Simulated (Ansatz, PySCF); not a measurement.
C3H9Ge, SMILES [CH3][Ge]([CH3])[CH3], multiplicity 2. Atoms are numbered in the order given.

```xyz
13

C     -0.4142     1.7804     0.2899
Ge    -0.1166    -0.1211     0.6913
C      1.7366    -0.5964     0.2385
C     -1.3460    -1.2110    -0.3884
H     -0.2309     1.9614    -0.7833
H      0.2684     2.4190     0.8705
H     -1.4491     2.0758     0.5193
H      1.9114    -0.4074    -0.8347
H      1.9322    -1.6605     0.4394
H      2.4527     0.0060     0.8176
H     -1.1607    -1.0196    -1.4595
H     -1.1951    -2.2840    -0.1970
H     -2.3946    -0.9606    -0.1679
```
Charge 0, spin multiplicity 2.

Coordinates come from a ωB97X-D3(BJ)/def2-SVP optimisation. The isomer is the one that the SMILES or the coordinates give; other isomers of the formula were not compared.

Two levels are set side by side: PBE-D3(BJ)/def2-SVP (Ansatz, an electronic-structure program) and ωB97X-D3(BJ)/def2-SVP (PySCF). Each level has its own optimised geometry; the coordinates shown are those of the second. Frequencies come from the Hessian of PySCF at each geometry. Differences are taken from unrounded values.

```tsv
quantity	ωB97X-D3(BJ)
mean bond length (Å)	1.318
bond C1–Ge2 (Å)	1.966
bond Ge2–C3 (Å)	1.966
bond Ge2–C4 (Å)	1.966
bond C1–H5 (Å)	1.104
bond C1–H6 (Å)	1.100
bond C1–H7 (Å)	1.100
bond C3–H8 (Å)	1.104
bond C3–H9 (Å)	1.100
bond C3–H10 (Å)	1.100
bond C4–H11 (Å)	1.104
bond C4–H12 (Å)	1.100
bond C4–H13 (Å)	1.100
highest harmonic wavenumber (cm⁻¹)	3185
mean harmonic wavenumber (cm⁻¹)	1455
zero-point energy (kcal/mol)	68.62
```

Question: What does PBE-D3(BJ) give, and how far is it from ωB97X-D3(BJ)? (Estimate from the structure and the level; the computed values follow.)

Answer: 
| quantity | PBE-D3(BJ) | PBE-D3(BJ) minus ωB97X-D3(BJ) |
|---|---|---|
| mean bond length (Å) | 1.328 | 0.010 |
| bond C1–Ge2 (Å) | 1.986 | 0.020 |
| bond Ge2–C3 (Å) | 1.986 | 0.020 |
| bond Ge2–C4 (Å) | 1.986 | 0.020 |
| bond C1–H5 (Å) | 1.111 | 0.008 |
| bond C1–H6 (Å) | 1.107 | 0.007 |
| bond C1–H7 (Å) | 1.107 | 0.007 |
| bond C3–H8 (Å) | 1.111 | 0.008 |
| bond C3–H9 (Å) | 1.107 | 0.007 |
| bond C3–H10 (Å) | 1.107 | 0.007 |
| bond C4–H11 (Å) | 1.111 | 0.008 |
| bond C4–H12 (Å) | 1.107 | 0.007 |
| bond C4–H13 (Å) | 1.107 | 0.007 |
| highest harmonic wavenumber (cm⁻¹) | 3094 | -91 |
| mean harmonic wavenumber (cm⁻¹) | 1398 | -57 |
| zero-point energy (kcal/mol) | 65.93 | -2.69 |

Exact exchange shortens and stiffens bonds; PBE has none. Differences between two approximate levels are no errors against the true value.
